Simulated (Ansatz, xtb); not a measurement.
**Ranking isomers of C2H11FSi3**

4 gas-phase structures of C2H11FSi3, from a drawn sample of its isomers (lower ones may exist). Each was relaxed with GFN2-xTB; where two conformers were screened, the lower at r2SCAN-D4/def2-SVP is listed:

A. `F[SiH](C[SiH3])C[SiH3]`, a singlet
B. `F[SiH2]CC([SiH3])[SiH3]`, a singlet
C. `C[SiH2][C@@H]([SiH3])[SiH2]F`, a singlet
D. `CC[Si@@H]([SiH3])[SiH2]F`, a singlet

**Question.** Estimate their order in r2SCAN-D4/def2-SVP energy at these geometries, lowest first.

**Answer.** Calculated order at r2SCAN-D4/def2-SVP: A (0.000), C (0.065), D (0.817), B (0.875) eV.

Energies above the lowest of each column, in eV; the last columns are at PBE-D3(BJ)/def2-SVP geometries and were run for some of them only (a dash: not run or not comparable):

```csv
structure,GFN2-xTB,HF/STO-3G,r2SCAN-D4/def2-SVP,PBE-D3(BJ)/def2-SVP,CCSD(T)/def2-SVP + ΔMP2/def2-TZVPP
A,0.075,0.000,0.000,0.000,0.008
C,0.047,0.172,0.065,0.009,0.000
D,0.413,0.422,0.817,0.500,0.866
B,0.000,0.794,0.875,–,–
```

CCSD(T)/def2-SVP + ΔMP2/def2-TZVPP puts C lowest of those it was run on, with A within 1 kcal/mol; GFN2-xTB picks B. CCSD(T)/def2-SVP + ΔMP2/def2-TZVPP orders those it was run on as C (0.000), A (0.008), D (0.866) eV. Less than 1 kcal/mol parts C and A, so the order within that pair means little. Flexible structures stand in one conformer each, not always the lowest. Frequencies (GFN2-xTB) were run for A, C, D alone. The ΔMP2 step shifts differences by up to 0.177 eV, which makes them less sure. ΔMP2 is the change of the MP2 energy from the smaller to the larger basis.

Over these structures GFN2-xTB departs from r2SCAN-D4/def2-SVP by 0.334 eV on average once a common shift is removed. A GFN2-xTB relaxation took about 0.18 s and the r2SCAN-D4/def2-SVP energy about 2.9 s on a shared host (Ansatz 0.2.0, xtb 6.7.1).
